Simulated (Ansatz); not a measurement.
```yaml
crystal:
  periodic: [false, false, false]
  atoms:
    - {symbol: Hf, position_ang: [-1.238469, 0.090631, -0.559252]}
    - {symbol: Hf, position_ang: [0.681481, -0.349291, 1.255544]}
    - {symbol: S, position_ang: [0.395681, -1.504332, -0.730117]}
    - {symbol: S, position_ang: [0.423507, 1.679280, -0.019419]}
basis:
  gaussian: {orbitals: def2-mTZVPP, nuclear_model: gaussian, point_charges: [{charge: 2.00, position_ang: [3.442, -0.012, 0.704]}]}
total_charge: 1
magnetization: {spin_polarized: true, initial_magnetization: 1}
hamiltonian: {xc: {name: B3LYP}}
scf: {omitted_lower_state_checks: [starts]}
output: {forces: true}
```

```sh
$ ansatz run in.yaml --threads 4 --pin off --events-out ev --progress --plain --max-ram 3916MiB
```

Output, abridged:

```
Functional definition: B3LYP
1288 factors; integrals over basis functions are off by at most 1.3e-4 eV
mean field evaluation 1: about -24265.6783 eV, gradient 5.4e1 eV
mean field evaluation 2: about -23864.6325 eV, gradient 2.5e2 eV
mean field evaluation 4: about -24280.8472 eV, gradient 2.5e1 eV
mean field evaluation 8: about -24284.9019 eV, gradient 6.1e-1 eV
mean field evaluation 16: about -24284.9706 eV, gradient 7.3e-3 eV
mean field -24284.97056706 eV, -892.4562073952 hartree, gradient 6.5e-5 eV, S^2 0.752142; 0 other end points of the search recorded, 0 dependent functions left out
reference -24284.97081432 eV, -892.4562164820 hartree; 28, 27 occupied and 98, 99 virtual orbitals, 1288 factors
Total energy: -24284.97081432 eV, -892.4562164820 hartree
Atom 0 at    -1.238469     0.090631    -0.559252 Å, force    -2.913423     1.800107    -3.083062 eV/Å
Atom 1 at     0.681481    -0.349291     1.255544 Å, force    10.546784     1.374215     0.533655 eV/Å
Atom 2 at     0.395681    -1.504332    -0.730117 Å, force     1.300111    -1.706604     0.394498 eV/Å
Atom 3 at     0.423507     1.679280    -0.019419 Å, force     0.548813    -0.712835     1.497230 eV/Å
Dipole moment:    -5.403769    -0.160151    -0.595850 e Å
Checks for a lower state left out: starts
```

Run time 7 s (4 threads of Arm Neoverse V1 on a shared host).

In the def2 sets Hf takes a core potential; there is no spin–orbit coupling. B3LYP takes the VWN-RPA correlation.

The dipole of an ion depends on the origin.
